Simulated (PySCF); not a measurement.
C₆ coefficients of unlike pairs at UHF

Calculated with PySCF 2.14 from the dipole response of each species, C₆(A,B) = (3/π) ∫ α_A(iu) α_B(iu) du, in atomic units, from isotropic polarisabilities. For ions this is the dispersion term alone; charge-induced terms of lower order in 1/R come first.

```tsv
species	configuration	basis	relativity	α (bohr³)	C₆ (like pair)
Sn	[Kr] 4d10 5s2 5p2 (3P)	aug-cc-pwCVTZ-DK3 with one added diffuse shell each of s, p, d, f type (11s10p8d5f1g)	spin-free X2C	57.26	640.0
F²⁺	[He] 2s2 2p3 (4S)	aug-cc-pVTZ (5s4p3d2f)	none	1.272	1.565
Pt²⁺	[Xe] 4f14 5d8 (3F)	def2-TZVPPD with the def2 core potential (60 electrons) (6s5p3d2f1g)	core potential	7.585	48.38
Ge⁺	[Ar] 3d10 4s2 4p1 (2P)	x2c-TZVPPall with one added diffuse shell each of s, p, d type (7s6p5d1f)	spin-free X2C	20.08	118.0
```

(1) Estimate C₆ for Pt²⁺ with F²⁺.

No spin-orbit coupling is included.

The other pairs:

```
     pair     C₆
  F²⁺, Sn  25.02
  Ge⁺, Sn  271.1
 Pt²⁺, Sn  144.6
 Ge⁺, F²⁺  11.44
Ge⁺, Pt²⁺  66.04
```

Answers

(1) The integral gives 8.661. The combination rule 2 C_A C_B / (C_A α_B/α_A + C_B α_A/α_B) gives 8.680 and the geometric mean 8.701.
